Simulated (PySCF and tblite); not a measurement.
The numbers below are computed, except where a source is named.
3-cyanothiophene, C₅H₃NS, numbered as in [N:1]#[C:2][c:3]1[cH:4][cH:5][s:6][cH:7]1.

Classical Langevin dynamics with GFN2-xTB (tblite), gas phase: time step 1.5 fs, H mass 4 u, friction 0.005 fs⁻¹, 400 steps to settle and 8000 to sample, one trajectory a temperature from the lowest conformer.

GIAO shieldings at PBE0/pcSseg-1 (PySCF) on 13 frames a temperature; like atoms are averaged, and of two unlike H on one atom a is the less shielded at the minimum.

(1) How far do thermal motions move the shieldings from their values at the minimum?

(2) What do the single frames at 150 K give for C7?

Changes within two standard errors are not significant.

The study took 9.3 min on 1 thread of Arm Neoverse V1, shared host (rough), peak memory 0.78 GiB, launched as `OMP_NUM_THREADS=1 python ens_run.py task.json out`.

## Answers

(1) 
```tsv
signal	σ at minimum (ppm)	Δσ, 150 K	Δσ, 300 K	Δσ, 600 K
N1	-49.4	-2.3 ± 1.6	-5.1 ± 3.0	-6.7 ± 4.6
C2	67.2	-0.7 ± 0.4	-1.3 ± 1.0	0.4 ± 0.8
C3	70.5	-1.0 ± 0.8	0.7 ± 1.3	-1.2 ± 1.2
C4	51.3	-1.3 ± 0.5	-2.5 ± 1.4	-1.2 ± 2.3
C5	51.6	0.2 ± 0.9	-3.4 ± 1.6	-3.5 ± 2.6
S6	262.0	3.9 ± 4.7	-9.4 ± 4.8	-32.5 ± 10.5
C7	41.4	1.3 ± 1.2	1.0 ± 1.5	-6.4 ± 4.0
H4	24.25	-0.07 ± 0.10	-0.41 ± 0.15	-0.26 ± 0.17
H5	24.44	0.00 ± 0.10	-0.17 ± 0.14	0.01 ± 0.22
H7	23.95	-0.09 ± 0.13	-0.14 ± 0.12	-0.10 ± 0.18
```

Errors are standard errors over frames. Zero-point motion is missing, and a reference compound would move too.

(2) 
```csv
t (fs),"V above the minimum, tight binding (kcal/mol)","E above it, DFT (kcal/mol)",torsions (°),σ (ppm)
1060,3.4,4.3,none,43.4
1984,3.1,3.7,none,40.9
2907,3.6,4.0,none,44.1
3831,4.5,5.1,none,50.2
4754,2.4,2.2,none,41.4
5678,1.2,1.5,none,42.2
6600,2.6,2.5,none,42.9
7522,2.3,2.4,none,40.1
8446,3.1,3.0,none,36.5
9369,3.7,3.8,none,46.2
10293,6.3,7.2,none,48.9
11216,5.0,4.9,none,34.9
12140,2.0,2.4,none,43.7
```
